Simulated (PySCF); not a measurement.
How many f electrons in NdP?

Unrestricted PBE0; PySCF, spin-free X2C with a Gaussian nucleus, basis sets Nd x2c-TZVPall, P x2c-TZVPall. The search starts from ions with several 4f fillings and holds each by maximum overlap.

The lowest solution has 2Ms+1 = 4, about 3.3 4f electrons, near 2.32 Å.

The lowest solution of each spin and filling, followed along the bond (rough minima from three points):

| 2Ms+1 | 4f population | ⟨S²⟩ at the start | R at minimum (Å) | Te (eV) |
| --- | --- | --- | --- | --- |
| 4 | 3.27 | 3.93 | 2.32 | 0.00 |
| 4 | 3.54 | 4.23 | 2.37 | 0.32 |
| 6 | 3.62 | 8.78 | 2.38 | 0.39 |
| 6 | 3.48 | 8.77 | 2.55 | 0.41 |

Solutions at the starting distance of 2.410 Å, counted from the lowest; the search is not exhaustive:

```tsv
2Ms+1	4f population	E (eV)	⟨S²⟩	⟨Lz²⟩	μ (D)
4	3.27	0.00	3.93	12.1	-7.69
4	3.15	0.20	3.82	9.0	-8.14
4	3.54	0.24	4.23	13.8	-7.91
4	3.55	0.27	4.24	13.5	-8.72
6	3.62	0.31	8.78	10.5	-7.04
6	3.95	0.40	8.78	12.5	-8.58
6	3.48	0.42	8.77	11.9	-6.36
6	3.51	0.45	8.77	11.7	-6.46
6	3.20	0.51	8.78	13.1	-5.60
4	3.85	0.58	4.86	10.0	-6.36
4	3.20	0.59	4.85	13.3	-5.31
6	3.21	0.62	8.78	10.2	-5.65
8	3.99	1.31	15.76	13.6	-3.21
8	3.99	1.31	15.76	13.6	-3.22
```

Partly filled real f orbitals mix terms, so no term symbols are given. A population far from a whole number shows f orbitals mixing with d and ligand orbitals, not a clean configuration. A positive dipole means Nd(−)P(+).

Spin–orbit coupling is left out. The state is the lowest single determinant that the PBE0 search found; with open d or f shells the true ground state can be another one.
